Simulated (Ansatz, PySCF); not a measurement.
Energy difference R1 → 2 P1, each structure at its B3LYP-D3(BJ)/def2-TZVP stationary point, reached from a drawn start (curvature not checked).
R1: H2O2 (SMILES OO), charge 0, multiplicity 1.
P1: OH (SMILES [OH]), charge 0, multiplicity 2.

P less R. No zero-point or thermal terms; singlets are restricted closed shells; open shells are unrestricted; no spin–orbit coupling.

Frozen-core correlation throughout.

The values were computed with Ansatz (a first-principles code); PySCF for the D3/D4 terms. No computed number here is a measurement.

```tsv
level	reaction energy (kJ/mol)
BLYP/def2-TZVPP	238.5
BLYP-D4/def2-TZVPP	241.8
B3LYP-D3(BJ)/def2-TZVPP	216.4
PBE0-D3(BJ)/def2-TZVPP	220.0
PBE0-D4/def2-TZVPP	220.0
CAM-B3LYP-D3(BJ)/def2-TZVPP	219.8
SCS-MP2/cc-pVQZ	[?]
CCSD/cc-pVQZ	[?]
CCSD(T)/cc-pVDZ	[?]
```

**Question.** Complete the blanks.

**Answer.** 
- SCS-MP2/cc-pVQZ, reaction energy (kJ/mol): 239.3
- CCSD/cc-pVQZ, reaction energy (kJ/mol): 200.2
- CCSD(T)/cc-pVDZ, reaction energy (kJ/mol): 197.1
